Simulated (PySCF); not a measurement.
A database entry of computed molecular properties. Lists by class give the value and the number of equivalent atoms.

```json
{
 "name": "vinylfuran",
 "formula": "C6H6O",
 "smiles": "C=Cc1ccco1",
 "charge": 0,
 "multiplicity": 1,
 "geometry_level": "PBE0-D3(BJ)/def2-SVP",
 "electronic_structure_code": "PySCF",
 "results": {
  "PBE0-D3(BJ)/def2-SVP geometry optimisation, gas phase": {
   "point_group": "Cs",
   "rotational_constants_GHz": [7.893, 2.115, 1.668]
  },
  "CAM-B3LYP/def2-SVPD ground state, ΔSCF and vertical TDDFT (core frozen in the response)": {
   "dipole_D": 0.77,
   "homo_eV": -7.37,
   "lumo_eV": 0.11,
   "S1_eV": 4.98,
   "strongest_line_of_10_singlets_eV": 4.98,
   "T1_tda_eV": 2.95,
   "polarisability_au": 77.7,
   "vertical_ip_eV": 8.1,
   "r2_bohr2_about_centre_of_nuclear_charge": 719.7,
   "singlets_eV_and_f": [
    [4.98, 0.468],
    [6.09, 0.01],
    [6.38, 0.001],
    [6.66, 0.005],
    [6.87, 0.013],
    [7.1, 0.248],
    [7.38, 0.005],
    [7.43, 0.197],
    [7.49, 0.013],
    [7.69, 0.009]
   ],
   "triplets_tda_eV": [2.95, 4.6, 5.25, 5.99]
  },
  "KT2/pcSseg-2 ground state and GIAO shieldings, non-relativistic": {
   "shift_vs_computed_TMS_C_by_class_ppm": [
    [153.8, 1],
    [140.4, 1],
    [125.7, 1],
    [110.5, 1],
    [108.9, 1],
    [108.5, 1]
   ],
   "shift_vs_computed_TMS_H_by_class_ppm": [
    [7.4, 1],
    [6.5, 1],
    [6.44, 1],
    [6.19, 1],
    [5.73, 1],
    [5.05, 1]
   ],
   "shielding_other_nuclei_by_class_ppm": [
    ["O", 42.8, 1]
   ]
  },
  "B3LYP/pcJ-1 indirect spin-spin coupling, non-relativistic, gas phase; spin–dipole term left out": {
   "largest_one_bond_couplings_by_class_Hz": [
    ["13C–1H", 211.9, 1],
    ["13C–1H", 184.4, 1],
    ["13C–1H", 183.4, 1],
    ["13C–1H", 172.3, 1],
    ["13C–1H", 169.6, 1],
    ["13C–1H", 163.2, 1],
    ["13C–13C", 77.0, 1],
    ["13C–13C", 76.7, 1]
   ]
  }
 }
}
```

The polarisability is 11.52 Å³ as a volume (1 au = 0.148185 Å³), or 1.55 au for each of the 50 electrons. The dipole equals about 2.6 × 10⁻³⁰ C·m (1 D = 3.33564 × 10⁻³⁰ C·m).

For the geometry optimisation (PBE0-D3(BJ)/def2-SVP), time: 33 s wall. Hardware: one thread of an Arm Neoverse V2 (shared host).

The values belong to the conformer `[CH2:1]=[CH:2][c:3]1[cH:4][cH:5][cH:6][o:7]1`: C1–C2–C3–C4 180°.
